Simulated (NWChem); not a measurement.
SF3 cation; SMILES F[S+](F)F

```xyz
4

F      0.3041    -1.3136    -0.2764
S      0.0000     0.0000     0.4492
F      0.9856     0.9201    -0.2764
F     -1.2896     0.3935    -0.2764
```
Atoms are numbered in this order, from 1.

The geometry was optimised at PBE0/def2-SVP.

Problem. Give the principal values of the shielding tensors (ppm) of F1, S2 from LDA (Slater exchange, VWN5)/pcSseg-1, GIAO (NWChem), with their diamagnetic and paramagnetic parts as GIAO splits them.

Solution. 
```
atom     σ11     σ22    σ33  isotropic  diamagnetic  paramagnetic
----  ------  ------  -----  ---------  -----------  ------------
F1    -112.8    87.1  210.7       61.7        469.9        -408.2
S2    -238.2  -238.2  -16.0     -164.2       1047.0       -1211.1
```
